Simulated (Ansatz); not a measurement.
One change: `BC(F)F` becomes `C[SiH2]C(F)F`.

Ansatz, PBE0-D4/def2-TZVP geometries, multiplicity 1. Each molecule was computed in one conformer, which needn't be the lowest.

| property | `BC(F)F` |
| --- | --- |
| HOMO–LUMO gap (ωB97M-V/def2-TZVPP) / eV | 11.02 |
| HOMO–LUMO gap (PBE0/def2-TZVPP) / eV | 6.63 |
| HOMO energy (PBE/def2-TZVPP) / eV | -7.38 |
| LUMO energy (ωB97M-V/def2-TZVPP) / eV | -0.44 |
| HOMO energy (B3LYP/def2-TZVPP) / eV | -8.86 |
| LUMO energy (B3LYP/def2-TZVPP) / eV | -2.70 |

(1) What does the change do to each property? (An estimate is asked.)

Results:

(1) Computed: 
| property | `C[SiH2]C(F)F` | shift |
| --- | --- | --- |
| HOMO–LUMO gap (ωB97M-V/def2-TZVPP) / eV | 12.79 | 1.77 |
| HOMO–LUMO gap (PBE0/def2-TZVPP) / eV | 8.94 | 2.31 |
| HOMO energy (PBE/def2-TZVPP) / eV | -6.89 | 0.49 |
| LUMO energy (ωB97M-V/def2-TZVPP) / eV | 2.01 | 2.45 |
| HOMO energy (B3LYP/def2-TZVPP) / eV | -8.26 | 0.60 |
| LUMO energy (B3LYP/def2-TZVPP) / eV | 0.21 | 2.91 |

With PBE0 the HOMO rises by 0.60 eV and the LUMO rises by 2.91 eV, so the gap widens by about 2.31 eV. PBE moves the HOMO by 0.49 eV and ωB97M-V by 0.68 eV.

B3LYP here is the variant with VWN-RPA as its local correlation; programs differ in this.
